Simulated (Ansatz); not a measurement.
System: CsF, net charge -1, doublet state. SMILES of the parent species: [F][Cs]

Atoms: Cs1, F2. Bonds: Cs1-F2.

Bond lengths (Å) and angles (degrees) optimised at HF/3-21G with Ansatz (a first-principles code); HF/6-31G* with LANL2DZ past Ar with Ansatz; B3LYP/LANL2DZ with Ansatz; MP2/6-31G* with LANL2DZ past Ar with Ansatz, each started from the B3LYP-D3(BJ)/def2-TZVP structure (Ansatz) of the last column. A row stands for all coordinates that are equal there. 6-31G* holds six Cartesian d functions.

```json
[
 {"coordinate": "Cs1-F2", "HF/3-21G": "2.691", "HF/6-31G* with LANL2DZ past Ar": "2.657", "B3LYP/LANL2DZ": "2.725", "MP2/6-31G* with LANL2DZ past Ar": "2.673", "B3LYP-D3(BJ)/def2-TZVP": "2.495"}
]
```

Mean signed difference of all 1 bond lengths from B3LYP-D3(BJ)/def2-TZVP: HF/3-21G 0.196 Å, HF/6-31G* with LANL2DZ past Ar 0.163 Å, B3LYP/LANL2DZ 0.231 Å, MP2/6-31G* with LANL2DZ past Ar 0.179 Å.
